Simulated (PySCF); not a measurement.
Constitutional and geometric isomers with formula CH2N2Si. Gas-phase values, no solvent. Strings in code marks are SMILES.

The vertical ionisation energy (Delta-SCF) from two functionals at the same geometries (CAM-B3LYP-D3(BJ)/def2-TZVP), both in PySCF: PBE-D3(BJ)/def2-TZVP and CAM-B3LYP-D3(BJ)/def2-TZVP. Delta-SCF ions had no search for a lower state. 

```
species            CAM-B3LYP-D3(BJ)/def2-TZVP (eV)
-----------------  -------------------------------
`N#CN=[SiH2]`                                 9.75
`[H]/N=[si]1/cn1`                             9.62
`[H]/N=[SiH]/C#N`                            10.43
```

Problem. What does PBE-D3(BJ)/def2-TZVP give for each?

Solution. 
- `N#CN=[SiH2]`: 9.68
- `[H]/N=[si]1/cn1`: 9.17
- `[H]/N=[SiH]/C#N`: 10.42
Over these rows, drawn at random from the members with no instability flagged (it was tested for open shells, ions and some series alone), PBE minus CAM-B3LYP-D3(BJ): mean -0.18 eV, from -0.45 eV to -0.01 eV.
